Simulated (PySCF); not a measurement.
This PySCF input asks for the NMR shieldings of SMILES S([SiH3])C12CC(C1)C2, C₅H₁₀SSi; the geometry comes from GFN2-xTB.

```python
import basis_set_exchange as bse
import numpy as np
from pyscf import gto, dft
from pyscf.prop import nmr

atoms = """
Si    2.790089   -0.131635    0.279756
S     1.400260    1.353094   -0.387031
C    -0.159220    0.493507   -0.124067
C    -1.547679    1.075524   -0.429666
C    -1.786743   -0.338526    0.123606
C    -0.738318   -0.026995    1.203410
C    -0.634609   -0.818037   -0.773616
H     4.073951    0.515954    0.089488
H     2.511881   -0.434705    1.679228
H     2.630037   -1.323970   -0.545129
H    -1.868915    1.911590    0.185994
H    -1.781719    1.246336   -1.477193
H    -2.742607   -0.827816    0.269065
H    -1.000139    0.720317    1.948336
H    -0.232072   -0.876051    1.658496
H    -0.120256   -1.728063   -0.470988
H    -0.800939   -0.798493   -1.847821
"""
names = dict.fromkeys(["Si", "S", "C", "H"], "pcSseg-1")
basis = {el: gto.basis.parse(bse.get_basis(n, elements=[el], fmt="nwchem")) for el, n in names.items()}
mol = gto.M(atom=atoms, basis=basis, charge=0, verbose=0)
mf = dft.RKS(mol, xc="PBE0")
mf.grids.level = 2
mf.grids.alignment = dft.numint.BLKSIZE   # the property module wants whole blocks of grid points
mf.conv_tol = 1e-9
mf.kernel()

calc = nmr.RKS(mf)   # GIAO
C = mf.mo_coeff
Co = C[:, mf.mo_occ > 0]
resp = mf.gen_response(singlet=True, hermi=2)
def vind(x):   # induced exchange potential for any number of trial vectors
    d = np.einsum("pi,xij,qj->xpq", C, 2 * x.reshape(-1, C.shape[1], Co.shape[1]), Co, optimize=True)
    return np.einsum("xpq,pi,qj->xij", resp(d - d.transpose(0, 2, 1)), C, Co, optimize=True).ravel()
mo1, _ = nmr.rhf.solve_mo1(calc, with_cphf=vind)
sigma = calc.kernel(mo1)
for i, s in enumerate(sigma):   # ppm
    print("%2d %-2s %9.2f" % (i, mol.atom_pure_symbol(i), np.trace(s) / 3))
```

**Question.** What are the results?

**Answer.** 
```
 0 Si    411.44
 1 S     639.92
 2 C     143.10
 3 C     130.44
 4 C     159.10
 5 C     132.24
 6 C     132.24
 7 H      27.34
 8 H      27.07
 9 H      27.07
10 H      29.79
11 H      29.79
12 H      29.13
13 H      30.10
14 H      29.70
15 H      29.70
16 H      30.10
```

These numbers come from an equivalent density-fitted implementation of the same equations, which agrees with the script to about 0.01 ppm for H and up to a few tenths of a ppm for heavy atoms, so last digits may differ.

Size and cost of the density-fitted run: 183 basis functions, 82 s wall time on 1 thread of an AMD EPYC, shared host; peak memory 0.84 GiB.
